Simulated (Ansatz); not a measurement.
Cost and result for the atomization energy of ClH5SSi2 (`[SiH3]S[SiH2]Cl`) (9 atoms, 8 bonds).

```csv
atom,x (Å),y (Å),z (Å)
Si1,-0.1499,-0.3020,-1.5810
S2,0.0516,1.4486,-0.3546
Si3,0.0603,0.4891,1.5330
Cl4,1.5979,-0.8649,1.7015
H5,-1.0167,-1.2920,-0.8927
H6,-0.7787,0.1497,-2.8449
H7,1.1735,-0.9061,-1.8622
H8,-1.1900,-0.2698,1.7538
H9,0.2519,1.5475,2.5471
```

Charge 0, multiplicity 1. Geometry: relaxed with PBE0-D4/def2-TZVP. It is one conformer, not always the lowest. Program: Ansatz. All runs use 2 threads of a server CPU on a shared host. Times are those of one run each, without the atoms' runs, and a repeat can differ threefold. Electronic energies, without spin–orbit coupling; frozen cores. CCSD(T)/CBS adds CCSD(T) − MP2 in def2-TZVPP to the MP2 limit, and its time is that of the two runs behind it. T1 = 0.011. B3LYP takes the VWN-RPA correlation (the form of Gaussian; ORCA's B3LYP/G).

CCSD(T)/CBS is a level of theory with its own doubt, some kJ/mol a heavy atom from the limit and from the frozen cores, so smaller differences don't rank the functionals.

```csv
level,functions,wall time
PBE-D4/def2-TZVPP (with forces),238,3 s
PBE0-D4/def2-TZVPP,238,4.8 s
r2SCAN-D4/def2-TZVPP (with forces),238,5.5 s
B2PLYP/def2-TZVPP,238,7 s
B3LYP-D4/def2-TZVPP (with forces),238,7.5 s
ωB97X-V/def2-TZVPP,238,9.5 s
ωB97M-V/def2-TZVPP (with forces),238,15 s
MP2/def2-QZVPP,430,29 s
CCSD(T)/def2-TZVPP,238,98 s
CCSD(T)/CBS(def2),–,2.1 min
```

(1) What atomization energy does each give, and how far from CCSD(T)/CBS? (Estimate.)

Results:

(1) Computed: 
| level | atomization (kJ/mol) | difference from CCSD(T)/CBS | per bond |
| --- | --- | --- | --- |
| PBE-D4/def2-TZVPP (with forces) | 2692.6 | -29.4 | -3.7 |
| PBE0-D4/def2-TZVPP | 2686.9 | -35.1 | -4.4 |
| r2SCAN-D4/def2-TZVPP (with forces) | 2721.4 | -0.6 | -0.1 |
| B2PLYP/def2-TZVPP | 2658.0 | -64.0 | -8.0 |
| B3LYP-D4/def2-TZVPP (with forces) | 2693.6 | -28.4 | -3.6 |
| ωB97X-V/def2-TZVPP | 2743.2 | 21.2 | 2.7 |
| ωB97M-V/def2-TZVPP (with forces) | 2729.2 | 7.2 | 0.9 |
| MP2/def2-QZVPP | 2702.4 | -19.6 | -2.5 |
| CCSD(T)/def2-TZVPP | 2635.2 | -86.8 | -10.8 |
| CCSD(T)/CBS(def2) | 2722.0 | 0.0 | 0.0 |

In def2-TZVPP, CCSD(T) changes the Hartree–Fock value by +585.4 kJ/mol (the triples alone add +34.7 kJ/mol) and MP2 by +601.0 kJ/mol; breaking electron pairs costs correlation energy, which Hartree–Fock lacks. The D4 term adds +44.8 kJ/mol with B3LYP and +23.4 kJ/mol with PBE0; it sums over pairs of atoms, weighted by their polarisabilities, and B3LYP, whose exchange is more repulsive, gets the larger term.
